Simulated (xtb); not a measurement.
Cl3Si, SMILES Cl[Si](Cl)Cl (connectivity only; charge and spin as stated), charge +1, multiplicity 1. All values are semi-empirical tight-binding results from xtb (GFN2-xTB unless named), good for trends rather than for accurate numbers. Coordinates come from a GFN2-xTB optimisation. The spin state was assumed, not searched. The isomer is the one that the SMILES or the coordinates give; other isomers of the formula were not compared.

Optimised geometry:

```xyz
4

Cl     1.6795    -0.9697    -0.0029
Si     0.0000     0.0000     0.0105
Cl    -1.6795    -0.9697    -0.0029
Cl     0.0000     1.9393    -0.0029
```
Charge +1, spin multiplicity 1.

Computed properties:
* **point group as xtb finds it**: D3h
* **orbital gap**: 4.76 eV
* **zero-point energy**: 3.4 kcal/mol
* **G − E(el) at 298.15 K (modified RRHO)**: -14.9 kcal/mol
* **static polarisability (D4 model)**: 73.5 bohr³
* **solvation energy, GFN2-xTB/ALPB(water)**: -48.9 kcal/mol
* **solvation energy, GFN2-xTB/ALPB(methanol)**: -47.3 kcal/mol

Computed atomic charges and the Wiberg bond orders between heavy atoms:
charges (e) Cl1 0.17, Si2 0.50, Cl3 0.17, Cl4 0.17. Bond orders Cl1–Si2 1.53, Si2–Cl3 1.53, Si2–Cl4 1.53.
